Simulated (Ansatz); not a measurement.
Cartesian coordinates in Å:
```
C -1.718 1.112 0.912
Si -0.523 -0.292 0.757
F -1.355 -1.645 0.977
N 0.241 -0.307 -0.782
Si 1.877 -0.651 -1.142
F 2.747 0.687 -1.278
H -1.199 2.070 0.829
H -2.478 1.065 0.128
H -2.231 1.079 1.876
H 0.554 -0.285 1.773
H -0.344 -0.071 -1.573
H 1.976 -1.332 -2.452
H 2.452 -1.429 -0.025
```

The species carries charge 0 and has multiplicity 1.

Problem. List the ωB97M-V/def2-TZVPP orbital energies in eV (the Gaussian-basis code of Ansatz). (Best estimate.)

Solution. Ansatz gave: Occupied: -1808.02, -1807.90, -677.24, -677.15, -394.50, -281.22, -148.95, -148.83, -103.10, -103.06, -103.04, -102.99, -102.95, -102.92, -35.80, -35.72, -26.88, -22.65, -18.52, -18.07, -16.35, -15.64, -15.33, -15.16, -15.09, -14.94, -14.09, -14.04, -13.55, -12.60, -11.90, -11.52, -10.92. Lowest empty: 1.97, 2.45, 2.56, 2.94, 3.50, 3.92, 4.06, 4.27.
